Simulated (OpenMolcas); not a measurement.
Re6+ (d1) among equal point charges was computed by CASSCF with the d shell active (OpenMolcas, ANO-RCC-VDZP on the metal). Its lowest spin-free states, and all those of the highest spin:

```
2S+1  Degeneracy  E (cm-1)
   2           2       0.0
   2           1      1799
   2           1      3725
   2           1      8983
```

Task: Is the site octahedral, tetrahedral or cube-like, axial, or of lower symmetry?

Result: The states with 2S+1 = 2 have orbital degeneracies 2, 1, 1, 1. There are pairs but no triples, so the site is axial: not cubic, but with a proper or improper axis of order three or more. The run had Re6+ among 6 point charges of -1.7 e arranged as a tetragonal octahedron (D4h), 2.18 Å from the ion, with the axial distance 2.616 Å.

Spin-orbit coupling mixes the spin-free states strongly: the lowest level takes only 67 % from its leading state, 2E. An orbital doublet at a regular site is open to a Jahn-Teller distortion, which this geometry leaves out. This is an electrostatic model: the charges have no orbitals. No measured value stands beside these numbers.
